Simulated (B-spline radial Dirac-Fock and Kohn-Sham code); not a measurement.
## Isotope-shift constants of the inner levels of Mn²⁺

System: the Mn²⁺ ion, configuration [Ar] 3d5.

The computed values come from a B-spline atomic structure program: first-order field-shift and mass-shift constants from Dirac-Fock ground and hole states with a Fermi nucleus; the mass shift has no relativistic recoil terms. A binding energy shifts by δE = F·δ⟨r²⟩ + (K_N + K_S)·δ(1/M); F is taken for a change of radius at fixed skin thickness and so holds the higher radial moments.

| level | F (meV/fm²) | K_N (meV u) | K_S (meV u) |
| --- | --- | --- | --- |
| K (1s) | -2.860 | -3610 | 1340 |
| L1 (2s) | -0.2637 | -441.8 | -124.3 |
| L2 (2p1/2) | 0.02637 | -375.5 | 340.7 |
| L3 (2p3/2) | 0.02707 | -369.8 | 326.4 |
| M1 (3s) | -0.03729 | -65.92 | -29.88 |
| M2 (3p1/2) | 0.003032 | -45.89 | 34.30 |
| M3 (3p3/2) | 0.003133 | -45.19 | 31.57 |

Line shifts in meV from A = 55 (mass 54.9380 u, rms radius 3.7057 fm); radii from Angeli and Marinova (2013).

```
 A  mass (u)  radius (fm)    Kα1    Kα2    Kβ1    Lβ3
50   49.9542        3.712  -4.18  -4.19  -4.23  -1.02
51   50.9482       3.7026  -3.11  -3.12  -3.15  -0.78
52   51.9456       3.6706  -1.59  -1.60  -1.63  -0.51
53   52.9413       3.6662  -0.69  -0.69  -0.72  -0.30
54   53.9404       3.6834      ?      ?      ?      ?
56   55.9389       3.7146  +0.53  +0.54  +0.55  +0.16
```

Q: What are the shifts for A = 54?

A: Kα1 -0.27 meV (field +0.48, mass -0.75); Kα2 -0.28 meV (field +0.48, mass -0.75); Kβ1 -0.29 meV (field +0.47, mass -0.76); Lβ3 -0.14 meV (field +0.04, mass -0.19).
